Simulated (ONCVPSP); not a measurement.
**Transferability test, ONCV potential for rhodium**

```
Element                 : rhodium
Generator               : ONCVPSP 4.0.1
Type                    : optimised norm-conserving Vanderbilt (ONCV)
Functional              : PBEsol
Relativity              : scalar-relativistic
Frozen core             : [Ar] 3d10
Valence charge          : 17
Reference configuration : 4s2 4p6 4d8 5s0.75 (charge +0.25)
Partial waves           : 4s+5s: rc 1.50 bohr, ncon 4, nbas 7, qcut 9.5 1/bohr, 2 projectors; 4p: rc 1.55 bohr, ncon 4, nbas 9, qcut 8.2 1/bohr, 2 projectors, debl 1.2 Ha; 4d: rc 1.50 bohr, ncon 3, nbas 8, qcut 9.7 1/bohr, local
Local potential         : the d channel
Core correction         : polynomial model core, fcfact 0.45
```

In the p channel the program set the typed energies aside and used -1.918, 0.250 Ha.

Energies are relative to the spin-unpolarised reference configuration 4s2 4p6 4d8 5s0.75; without spin polarisation the order of configurations can differ from experiment.

Q: Give the all-electron excitation energy and the error of the potential for: 4s2 4p6 4d8 5s1; 4s2 4p6 4d8 5s0; 4s2 4p6 4d7 5s0; 4s2 4p5 4d8 5s1.

A:

| valence configuration | charge | ΔE all-electron (eV) | error AE − PS (meV) |
| --- | --- | --- | --- |
| 4s2 4p6 4d8 5s1 | 0 | -1.270 | +0.2 |
| 4s2 4p6 4d8 5s0 | +1 | 6.192 | -1.2 |
| 4s2 4p6 4d7 5s0 | +2 | 25.702 | -2.0 |
| 4s2 4p5 4d8 5s1 | +1 | 55.325 | -67 |
